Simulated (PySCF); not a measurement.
F3H3SiSn. Atoms are numbered in the order given.

```xyz
8

F      1.5333    -0.8853    -1.0625
Sn     0.0000     0.0000    -0.2474
F      0.0000     1.7705    -1.0625
F     -1.5333    -0.8853    -1.0625
Si     0.0000     0.0000     2.3391
H      1.2425     0.7173     2.7698
H      0.0000    -1.4347     2.7698
H     -1.2425     0.7173     2.7698
```
Charge 0, spin multiplicity 1.

The structure is a stationary point at PBE-D3(BJ)/def2-SVP. The def2 effective core potentials stand for the cores of Sn; spin–orbit coupling is left out.

The numbers are results of PBE/def2-TZVP (PySCF), not measurements.

ESP charges are fitted to the potential on shells at 1.4 to 2.0 van der Waals radii. Atomic charges (e):

```
atom  ESP fit  Löwdin
----  -------  ------
F1      -0.32     [?]
Sn2      0.84     [?]
F3      -0.32     [?]
F4      -0.32     [?]
Si5     -0.06     [?]
H6       0.06     [?]
H7       0.06     [?]
H8       0.06     [?]
```

Question: Fill in the missing entries. (An estimate is asked for; the answer gives what the named calculation found.)

Answer: 
- F1, Löwdin: -0.23
- Sn2, Löwdin: 0.56
- F3, Löwdin: -0.23
- F4, Löwdin: -0.23
- Si5, Löwdin: 0.14
- H6, Löwdin: 0.00
- H7, Löwdin: 0.00
- H8, Löwdin: 0.00
